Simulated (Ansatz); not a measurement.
Ideal-gas functions of molybdenum dichloride dioxide, Cl$_{2}$MoO$_{2}$ at 400 K and 1 bar, from an Ansatz frequency run at PBE0-D4/def2-TZVP.

Molar mass 198.84 g/mol, point group C2v (symmetry number 2), electronic degeneracy 1, moments of inertia 184.183, 300.993, 371.175 u Å². Harmonic wavenumbers (cm⁻¹, unscaled): 119, 181, 213, 244, 352, 450, 465, 1051, 1084.

Use S(trans) = R[1.5 ln M + 2.5 ln T − 1.1517]; rotational temperatures θ = 24.2544 K / I; S(rot) = R[ln(√π/σ · √(T³/θAθBθC)) + 1.5]; for each mode x = 1.438777 ν̃/T, S = R[x/(eˣ − 1) − ln(1 − e⁻ˣ)] and H = RT x/(eˣ − 1); 1 cm⁻¹ = 0.0119627 kJ/mol; R = 8.31446 J/(mol·K).

By hand: the entropy, in J/(mol·K).

Translation 181.0. Rotation: θ = 0.1317, 0.0806, 0.0653 K, giving 116.4. Vibration, mode by mode: 15.43, 12.03, 10.73, 9.66, 6.89, 5.16, 4.94, 0.93, 0.84, in all 66.6. Electronic 0.0. Sum 364.0 J/(mol·K).

By hand: H − E and G − E in kJ/mol, counted from the electronic energy.

Zero-point energy ½ × 4159 × 0.0119627 = 24.9; thermal vibration 14.1; translation, rotation and pV give 4 RT = 13.3. H − E = 52.3 kJ/mol, and G − E = 52.3 − 400 × 364.0/1000 = -93.3 kJ/mol.

Vibration gives 18 % of the entropy, 15.4 J/(mol·K) of it from the mode under 150 cm⁻¹: soft modes count most, and the harmonic formula is weakest for them.
